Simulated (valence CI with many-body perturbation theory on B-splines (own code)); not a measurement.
# E1 line list for Pr⁴⁴⁺

Level of theory: valence CI with perturbative core correlation (CI+MBPT): five valence electrons over a frozen Dirac-Fock core [Ne], a basis of 9 s, 9 p, 8 d, 6 f, 3 g, 1 h functions for each j, with the one-electron correlation potential Σ1, the two-electron term Σ2, the three-electron term Σ3, Breit, model QED; selected CI, second order for the rest (own B-spline code, finite nucleus).

The last digits are not significant, and no measured levels were compared; by estimate large intervals hold to a few tenths of a per cent, small ones and those within an open d or f shell to about a per cent. Among the levels kept, up to 510 cm⁻¹ of a level comes from second order outside the variational space, and about a tenth of that is noise between levels of different J, which matters for small intervals.

Lines 1 to 50 of 187 in falling wavelength, among levels below 3709.3 × 10³ cm⁻¹, chosen from the strongest by gf and those to the six lowest levels. Wavelengths and rates use the calculated energies. Electric multipoles are in the length gauge, E1 and E2 with the static RPA response of the core. Weak lines are less certain than strong ones. Lines between different terms over intervals too small for the method are left out, as are lines whose strength nearly cancels. The highest levels of a list are the least certain.

Levels are named by their leading jj configuration (3d3/2^4 stands for four electrons in 3d with j = 3/2), which in mixed levels can hold well under half, so a name can repeat and another be missing. Letters in brackets count levels of one name in rising energy.

| λ vac (nm) | Upper | Lower | A (s⁻¹) | S (a.u.) |
| --- | --- | --- | --- | --- |
| 31.60 | (3s^2 3p3/2^3) J=3/2 | (3s^2 3p1/2^2 3d5/2) J=5/2 | 2.27e+05 | 1.41e-05 |
| 31.53 | (3s^2 3p1/2^2 3d3/2) J=3/2 | (3s^2 3p1/2 3p3/2^2) J=1/2 | 1.99e+04 | 1.23e-06 |
| 24.47 | (3s^2 3p1/2^2 3d3/2) J=3/2 | (3s^2 3p1/2 3p3/2^2) J=5/2 | 2.64e+07 | 7.63e-04 |
| 20.73 | (3s^2 3p1/2^2 3d3/2) J=3/2 | (3s^2 3p1/2 3p3/2^2) J=3/2 | 1.05e+06 | 1.85e-05 |
| 16.95 | (3s^2 3p3/2^3) J=3/2 | (3s^2 3p1/2^2 3d3/2) J=3/2 | 1.65e+06 | 1.58e-05 |
| 16.75 | (3s^2 3p1/2 3p3/2 3d5/2) J=5/2 [a] | (3s^2 3p3/2^3) J=3/2 | 1.17e+08 | 1.63e-03 |
| 15.47 | (3s 3p1/2^2 3p3/2 3d5/2) J=5/2 | (3s 3p1/2 3p3/2^3) J=3/2 [a] | 2.04e+08 | 2.24e-03 |
| 15.03 | (3s 3p1/2^2 3p3/2 3d3/2) J=5/2 [a] | (3s^2 3p1/2 3p3/2 3d3/2) J=3/2 [b] | 9.18e+08 | 9.23e-03 |
| 14.79 | (3s 3p1/2^2 3p3/2 3d3/2) J=3/2 [a] | (3s^2 3p1/2 3p3/2 3d3/2) J=1/2 [b] | 3.30e+08 | 2.11e-03 |
| 14.66 | (3s^2 3p1/2^2 3d5/2) J=5/2 | (3s^2 3p1/2 3p3/2^2) J=5/2 | 1.93e+08 | 1.80e-03 |
| 14.62 | (3s 3p1/2^2 3p3/2 3d3/2) J=1/2 [a] | (3s^2 3p1/2 3p3/2 3d3/2) J=1/2 [b] | 5.05e+08 | 1.56e-03 |
| 14.07 | (3s 3p1/2^2 3p3/2 3d3/2) J=7/2 | (3s^2 3p1/2 3p3/2 3d5/2) J=5/2 [a] | 2.38e+08 | 2.62e-03 |
| 13.23 | (3s^2 3p1/2^2 3d5/2) J=5/2 | (3s^2 3p1/2 3p3/2^2) J=3/2 | 3.01e+08 | 2.06e-03 |
| 13.10 | (3s 3p1/2^2 3p3/2 3d3/2) J=7/2 | (3s^2 3p1/2 3p3/2 3d3/2) J=5/2 [b] | 2.85e+09 | 2.53e-02 |
| 12.98 | (3s 3p1/2^2 3p3/2 3d3/2) J=5/2 [b] | (3s^2 3p1/2 3p3/2 3d5/2) J=7/2 [b] | 2.70e+08 | 1.75e-03 |
| 12.17 | (3s 3p1/2^2 3p3/2 3d3/2) J=3/2 [b] | (3s^2 3p1/2 3p3/2 3d3/2) J=1/2 [b] | 9.69e+08 | 3.45e-03 |
| 12.13 | (3s 3p1/2^2 3p3/2 3d3/2) J=3/2 [b] | (3s^2 3p1/2 3p3/2 3d3/2) J=3/2 [b] | 2.29e+09 | 8.09e-03 |
| 12.05 | (3s 3p1/2^2 3p3/2 3d5/2) J=3/2 | (3s^2 3p1/2 3p3/2 3d5/2) J=1/2 | 3.58e+08 | 1.23e-03 |
| 11.97 | (3s 3p1/2^2 3p3/2 3d5/2) J=5/2 | (3s^2 3p1/2 3p3/2 3d5/2) J=7/2 [b] | 1.78e+08 | 9.04e-04 |
| 11.83 | (3s 3p1/2^2 3p3/2 3d5/2) J=3/2 | (3s^2 3p1/2 3p3/2 3d5/2) J=3/2 [b] | 5.28e+08 | 1.73e-03 |
| 11.45 | (3s 3p1/2^2 3p3/2 3d3/2) J=3/2 [b] | (3s^2 3p1/2 3p3/2 3d3/2) J=5/2 [b] | 1.03e+09 | 3.04e-03 |
| 11.28 | (3s 3p1/2^2 3p3/2 3d5/2) J=9/2 | (3s^2 3p1/2 3p3/2 3d5/2) J=9/2 | 4.72e+09 | 3.35e-02 |
| 11.26 | (3s 3p1/2^2 3p3/2 3d3/2) J=5/2 [a] | (3s^2 3p1/2 3p3/2 3d3/2) J=7/2 | 1.26e+09 | 5.33e-03 |
| 11.22 | (3s 3p1/2^2 3p3/2 3d5/2) J=7/2 | (3s^2 3p1/2 3p3/2 3d5/2) J=5/2 [b] | 4.55e+09 | 2.54e-02 |
| 11.05 | (3s 3p1/2^2 3p3/2 3d5/2) J=7/2 | (3s^2 3p1/2 3p3/2 3d5/2) J=7/2 [b] | 3.09e+09 | 1.64e-02 |
| 10.82 | (3s 3p1/2^2 3p3/2 3d3/2) J=5/2 [b] | (3s^2 3p1/2 3p3/2 3d3/2) J=3/2 [b] | 9.06e+08 | 3.40e-03 |
| 10.72 | (3s 3p1/2^2 3p3/2^2) J=5/2 | (3s^2 3p1/2 3p3/2^2) J=5/2 | 4.41e+09 | 1.61e-02 |
| 10.67 | (3s 3p1/2^2 3p3/2 3d3/2) J=7/2 | (3s^2 3p1/2 3p3/2 3d3/2) J=7/2 | 5.78e+09 | 2.77e-02 |
| 10.58 | (3s 3p1/2^2 3p3/2 3d3/2) J=1/2 [b] | (3s^2 3p1/2 3p3/2 3d3/2) J=1/2 [b] | 5.90e+09 | 6.89e-03 |
| 10.55 | (3s 3p1/2^2 3p3/2 3d3/2) J=1/2 [b] | (3s^2 3p1/2 3p3/2 3d3/2) J=3/2 [b] | 1.98e+09 | 2.29e-03 |
| 10.54 | (3s 3p1/2^2 3p3/2 3d3/2) J=5/2 [a] | (3s^2 3p1/2 3p3/2 3d3/2) J=3/2 [a] | 1.63e+09 | 5.65e-03 |
| 10.43 | (3s 3p1/2^2 3p3/2 3d3/2) J=3/2 [a] | (3s^2 3p1/2 3p3/2 3d3/2) J=1/2 [a] | 1.48e+09 | 3.32e-03 |
| 10.41 | (3s 3p1/2^2 3p3/2 3d3/2) J=5/2 [a] | (3s^2 3p1/2 3p3/2 3d3/2) J=5/2 [a] | 6.35e+09 | 2.12e-02 |
| 10.40 | (3s 3p1/2^2 3p3/2 3d3/2) J=3/2 [a] | (3s^2 3p1/2 3p3/2 3d3/2) J=3/2 [a] | 4.75e+09 | 1.05e-02 |
| 10.37 | (3s 3p1/2^2 3p3/2 3d5/2) J=9/2 | (3s^2 3p1/2 3p3/2 3d5/2) J=7/2 [a] | 1.22e+10 | 6.69e-02 |
| 10.35 | (3s 3p1/2^2 3p3/2 3d3/2) J=1/2 [a] | (3s^2 3p1/2 3p3/2 3d3/2) J=1/2 [a] | 7.73e+09 | 8.46e-03 |
| 10.31 | (3s 3p1/2^2 3p3/2 3d3/2) J=1/2 [a] | (3s^2 3p1/2 3p3/2 3d3/2) J=3/2 [a] | 3.89e+09 | 4.21e-03 |
| 10.28 | (3s 3p1/2^2 3p3/2 3d3/2) J=5/2 [b] | (3s^2 3p1/2 3p3/2 3d3/2) J=5/2 [b] | 3.35e+09 | 1.08e-02 |
| 10.27 | (3s 3p1/2^2 3p3/2 3d3/2) J=3/2 [a] | (3s^2 3p1/2 3p3/2 3d3/2) J=5/2 [a] | 4.93e+09 | 1.05e-02 |
| 10.14 | (3s 3p1/2^2 3p3/2 3d5/2) J=5/2 | (3s^2 3p1/2 3p3/2 3d5/2) J=5/2 [a] | 7.06e+09 | 2.18e-02 |
| 9.932 | (3s 3p1/2^2 3p3/2^2) J=5/2 | (3s^2 3p1/2 3p3/2^2) J=3/2 | 7.41e+09 | 2.15e-02 |
| 9.911 | (3s 3p1/2^2 3p3/2^2) J=1/2 | (3s^2 3p1/2 3p3/2^2) J=1/2 | 1.58e+10 | 1.52e-02 |
| 9.907 | (3s 3p1/2^2 3p3/2 3d3/2) J=7/2 | (3s^2 3p1/2 3p3/2 3d3/2) J=5/2 [a] | 1.55e+09 | 5.97e-03 |
| 9.883 | (3s 3p1/2^2 3p3/2^2) J=3/2 | (3s^2 3p1/2 3p3/2^2) J=1/2 | 7.55e+06 | 1.44e-05 |
| 9.769 | (3s 3p1/2 3p3/2^3) J=5/2 | (3s^2 3p3/2^3) J=3/2 | 8.03e+09 | 2.22e-02 |
| 9.739 | (3s 3p1/2^2 3p3/2 3d5/2) J=5/2 | (3s^2 3p1/2 3p3/2 3d5/2) J=3/2 [a] | 1.09e+10 | 2.99e-02 |
| 9.628 | (3s 3p1/2^2 3p3/2 3d5/2) J=5/2 | (3s^2 3p1/2 3p3/2 3d3/2) J=5/2 [b] | 7.81e+08 | 2.07e-03 |
| 9.595 | (3s 3p1/2^2 3p3/2 3d5/2) J=3/2 | (3s^2 3p1/2 3p3/2 3d5/2) J=5/2 [a] | 1.21e+10 | 2.11e-02 |
| 9.529 | (3s 3p1/2^2 3p3/2 3d5/2) J=7/2 | (3s^2 3p1/2 3p3/2 3d5/2) J=9/2 | 3.26e+09 | 1.11e-02 |
| 9.474 | (3s 3p1/2^2 3p3/2 3d5/2) J=7/2 | (3s^2 3p1/2 3p3/2 3d5/2) J=5/2 [a] | 2.39e+08 | 8.03e-04 |
